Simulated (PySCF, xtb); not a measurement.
CH8GeOSi, SMILES O[CH2][GeH2][SiH3].

GFN2-xTB in xtb at its own geometry gives an orbital gap of 4.64 eV and a dipole moment of 2.20 D.

Coordinates come from a PBE0-D3(BJ)/def2-SVP optimisation. This is a generated structure with no PubChem entry under its InChIKey; it may be hypothetical. Other conformers were not sampled.

### Question
What does PySCF with PBE/def2-TZVP give? (Estimate from the structure and the level; the computed values follow.)

### Answer
gap 5.26 eV (levels -5.92 and -0.66 eV), dipole 1.08 D.
